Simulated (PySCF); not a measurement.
Dissociation curve of SiBr, doublet.

- UKS-TPSSh = unrestricted TPSSh/def2-TZVP run with PySCF
- UKS-BLYP = unrestricted BLYP/def2-TZVP in PySCF 2.14.0
- UMP2 = MP2 on UHF/def2-TZVP, 14 core orbitals frozen in PySCF 2.14.0

Energies are in eV, each relative to the lowest point of its own curve near equilibrium.

```
R / Å  UKS-TPSSh  UKS-BLYP   UMP2
-----  ---------  --------  -----
1.77       3.036     3.236  3.035
1.88       1.473     1.629  1.449
2.02       0.438     0.538  0.411
2.10       0.157     0.223  0.137
2.19       0.017     0.046  0.010
2.23       0.000     0.012  0.000
2.27       0.005     0.000  0.012
2.34       0.055     0.022  0.076
2.47       0.251     0.166  0.298
2.60       0.526     0.391  0.601
2.79       0.990     0.787  1.103
3.03       1.586     1.306  1.755
```

At the longest distance, 3.03 Å, UMP2 lies highest above its minimum (1.755 eV) and UKS-BLYP lowest (1.306 eV).

The scan ran from 1.77 to 9.00 Å; beyond the distances shown one of the unrestricted levels run for this scan, shown here or not, changes its spin distribution in one step.
